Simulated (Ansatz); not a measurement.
Isomers of Al₄F₂⁻ (doublet), relaxed with PBE-D4/def2-SVPD; total energies from Ansatz at ωB97M-V/def2-TZVPD.

| isomer | description | energy (Eh) |
| --- | --- | --- |
| A | point group not assigned; 5 × Al–Al 2.51 to 2.72 Å; 2 × Al–F 1.74 Å | -1169.59265 |
| B | point group Cs; 5 × Al–Al 2.52 to 2.73 Å; 2 × Al–F 1.73 Å | -1169.60203 |
| C | point group D2h; 4 × Al–Al 2.56 Å; 2 × Al–F 1.74 Å | -1169.59059 |
| D | point group Cs; 4 × Al–Al 2.48 to 2.68 Å; 2 × Al–F 1.74 to 1.75 Å | -1169.57574 |

The isomers come from a short search, and lower ones may exist.

Work out the relative energies (1 Eh = 2625.5 kJ/mol) and the Boltzmann populations at 1200 K from electronic energies alone (R = 8.314 J/mol/K).

ΔE: A 24.6, B 0.0, C 30.0, D 69.0 kJ/mol. RT = 9.98 kJ/mol. Factors exp(−ΔE/RT): A 0.085, B 1, C 0.0495, D 0.000994; sum 1.135. Populations: A 7.5 %, B 88.1 %, C 4.4 %, D 0.1 %. Zero-point energy, vibrational entropy and symmetry numbers are left out and can shift these; an error of 4 kJ/mol changes a ratio by a factor of 1.5. Over the other density-functional and correlated levels in def2 sets, the gap between B and A ranges from 12 to 33 kJ/mol.
